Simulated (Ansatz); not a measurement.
Geometry optimisation, Ansatz, RKS BLYP-D4/def2-SVP.

Input file:

```yaml
crystal:
  periodic: [false, false, false]
  atoms:
    - { symbol: B, position_ang: [-0.01031, -0.424983, -0.399308] }
    - { symbol: F, position_ang: [-0.006131, -0.006497, 2.082563] }
    - { symbol: F, position_ang: [1.141788, 0.177655, -0.660064] }
    - { symbol: F, position_ang: [-1.142436, 0.1447, -0.783632] }
    - { symbol: H, position_ang: [-0.01794, -1.527064, 0.075416] }
    - { symbol: H, position_ang: [0.146429, -0.88971, 1.819225] }
basis:
  gaussian: { orbitals: def2-SVP }
hamiltonian:
  xc: blyp
  dispersion: d4
relax:
  f_tol: 0.03
  max_steps: 50
```

Launched with:

```bash
$ ansatz run input.yaml --threads 1 --pin off --max-ram 2048MiB --backend cpu --events-out ev --progress --plain --runs-dir out
```

Question: Where does it end, and by what steps?

Answer: The run converged. After 9 steps the energy has fallen by 0.040 eV; H6 moved furthest, 0.36 Å.

```csv
step,energy less start (eV),largest force component (eV/Å),accepted
0,0.0000,0.355,yes
1,0.0085,1.705,no
2,-0.0154,0.501,yes
3,0.0188,1.485,no
4,-0.0225,0.393,yes
5,-0.0286,0.221,yes
6,-0.0360,0.055,yes
7,-0.0318,0.853,no
8,-0.0393,0.046,yes
9,-0.0402,0.029,yes
```

```xyz
6
Properties=species:S:1:pos:R:3
B 0.004 -0.439 -0.424
F 0.002 0.016 1.879
F 1.140 0.204 -0.673
F -1.144 0.182 -0.676
H 0.015 -1.618 -0.147
H 0.094 -0.871 2.175
```

Whether the end is a true minimum wasn't checked by a vibrational analysis.

Time of the run: 7.2 s on 1 thread of Intel(R) Xeon(R) 6975P-C (Granite Rapids), on a shared host, peak memory 0.13 GiB.
